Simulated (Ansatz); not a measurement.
Basis-set extrapolation for BH$_{5}$P$_{2}$S, SMILES `PBSP` (PBE0-D4/def2-TZVP geometry, frozen core, Ansatz 0.2.0). Multiplicity 1, RHF reference.

|  | def2-TZVPP | def2-QZVPP |
| --- | --- | --- |
| HF | -1106.669595 | -1106.701441 |
| MP2 correlation | -0.588034 | -0.634665 |
| CCSD(T) correlation | -0.683126 | not run |

Energies in hartree. Use E(X) = E(∞) + A·exp(−7.88·√X) for Hartree–Fock and E(X) = E(∞) + B·X^(−2.97) for correlation, with X = 3 and 4, and add CCSD(T) minus MP2 of the smaller set to the MP2 limit.

What is the CCSD(T) energy at the basis-set limit?

HF limit: -1106.701441 + (-0.031846) × 0.13774 = -1106.70583. MP2 limit: -0.634665 + (-0.046631) × 0.74074 = -0.66921. Higher-order term: -0.683126 − (-0.588034) = -0.09509. Total: -1107.47013 hartree, 3.19 eV below CCSD(T)/def2-TZVPP.
